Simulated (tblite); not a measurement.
Species: C2H9Ge2NO.
Atom-mapped SMILES: `[NH2:1][C:2](=[O:3])[CH:4]([GeH3:5])[GeH3:6]` (hydrogens: H7, H8 on N1; H9 on C4; H10, H11, H12 on Ge5; H13, H14, H15 on Ge6)

Cartesian coordinates in Å at the GFN2-xTB level; atoms count from 1:
```xyz
15
C2H9Ge2NO angstrom
N      2.284   -0.055    0.006
C      1.068   -0.607    0.205
O      0.900   -1.547    0.962
C     -0.086    0.000   -0.512
Ge    -1.505   -1.369   -0.295
Ge    -0.575    1.706    0.372
H      3.086   -0.459    0.460
H      2.425    0.684   -0.661
H      0.163    0.206   -1.555
H     -2.697   -0.947   -1.115
H     -1.036   -2.688   -0.807
H     -1.948   -1.463    1.121
H      0.448    2.087    1.399
H     -1.910    1.642    1.038
H     -0.622    2.816   -0.640
```

Level: GFN2-xTB in tblite, geometry and Hessian alike; calculated harmonic values, unscaled, isolated species. Errors from tens to a few hundred cm⁻¹ against measured bands are possible. Modes of hydrogen on germanium can be 10 to 20 % off. One conformer, not necessarily the lowest. The optimisation stopped once no atom felt more than 0.01 eV/Å.

Lowest wavenumbers of the output (negative numbers stand for imaginary wavenumbers):
```
mode    cm-1
  1    -106.4
  2      43.1
  3     101.7
  4     121.3
  5     167.4
  6     208.2
  7     264.2
  8     320.3
  9     448.9
 10     489.2
 11     492.1
 12     506.9
 13     516.5
 14     574.4
 15     590.5
```

Is this structure a minimum?

No. 1 mode is imaginary beyond 20i (106i cm⁻¹), so at this level the point lies at or near a first-order saddle.

Which atoms move in the imaginary mode?

106i: H15 (Ge–H hydrogen) 33 %, H13 (Ge–H hydrogen) 32 %, H14 (Ge–H hydrogen) 32 %. These are shares of the mass-weighted motion.

What is the remedy?

Step along that mode in both directions, optimise again with tighter thresholds and repeat the frequencies. The zero-point energy of this point (60.0 kcal/mol) counts the 38 real modes alone, and thermal corrections from it aren't those of a minimum.
